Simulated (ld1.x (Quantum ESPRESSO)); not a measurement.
PBE PAW dataset for Pb, scalar-relativistic all-electron reference.

lead, PAW, made with ld1.x (Quantum ESPRESSO) 7.5 (PBE, scalar-relativistic). Core [Xe] 4f14, reference 5d10 6s2 6p1 (charge +1). Waves: 6s (bound): rcut 1.70, rcutus 1.90 bohr; 6s channel at -0.1 Ry: rcut 1.70, rcutus 1.90 bohr; 6p (bound): rcut 2.15, rcutus 2.30 bohr; 6p channel at 0.05 Ry: rcut 2.15, rcutus 2.30 bohr; 5d (bound): rcut 1.10, rcutus 1.50 bohr; 5d channel at 0.6 Ry: rcut 1.10, rcutus 1.50 bohr. Local part: all-electron potential smoothed inside 2.05 bohr (lloc = -1). Core correction: Bessel-smoothed model core inside 1.30 bohr. Augmentation charge: PSQ, inside the norm-conserving radii.

Poles of the logarithmic derivatives, all-electron (AE) and pseudo (PS). s: poles at 0.2 (AE) and 0.3 (PS) Ry. p: poles at 2.2 (AE) and 2.1, 4.1 (PS) Ry. d: poles at -1.9 (AE) and -1.9 (PS) Ry. Test radius 2.49 bohr.

- Cutoffs needed: 50 Ry and 90 Ry (the cutoffs (Ry, on a coarse ladder) from which the occupation-weighted sum of valence levels, in a spherical-Bessel basis at the reference potential, stays within 10 and 1 mRy of its value at 400 Ry)
- Ghost test: no extra level below or beside the all-electron valence levels (s, p, d, f tested) (spherical-Bessel basis up to 400 Ry, 20 bohr box)
- Configuration tests: test run stopped at test 3 of 7 (negative rho)
- Lowest eigenvalue of the overlap operator: 0.48 (s channel)
- Density cutoff estimated by the generator: 390 Ry
